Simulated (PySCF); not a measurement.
Isomers of C7H12BN, from PBE0-D3(BJ)/def2-SVP geometry optimisation, gas phase (PySCF 2.14.0). One conformer each, no zero-point energy, no frequencies.

**Question.** Which isomer lies lower at this level?
A. `[CH:1]#[C:2][B:3]([NH2:4])[CH:5]1[CH2:6][CH2:7][CH2:8][CH2:9]1` with C2–B3–C5–C6 63°, B3–C5–C6–C7 -164°, C5–C6–C7–C8 24°, C6–C7–C8–C9 2°, C7–C8–C9–C5 -27°: A = 2570, B = 1029, C = 909.3 MHz, dipole 1.72 D
B. `[CH3:1][C:2]#[C:3][BH2-:4][N+:5]#[C:6][CH2:7][CH2:8][CH3:9]` with C6–C7–C8–C9 180°: A = 2484, B = 564.3, C = 467.0 MHz, dipole 8.00 D

**Answer.** A. That is `C#CB(N)C1CCCC1`, 49.6 kcal/mol below the other.

| SMILES | mapped SMILES | E (Eh) | relative (kcal/mol) | relative (kJ/mol) | dipole (D) |
| --- | --- | --- | --- | --- | --- |
| C#CB(N)C1CCCC1 | [CH:1]#[C:2][B:3]([NH2:4])[CH:5]1[CH2:6][CH2:7][CH2:8][CH2:9]1 | -352.90478 | 0.0 | 0.0 | 1.72 |
| CC#C[BH2-][N+]#CCCC | [CH3:1][C:2]#[C:3][BH2-:4][N+:5]#[C:6][CH2:7][CH2:8][CH3:9] | -352.82573 | 49.6 | 207.6 | 8.00 |

As drawn, the lower has an N–H bond, which the higher lacks.
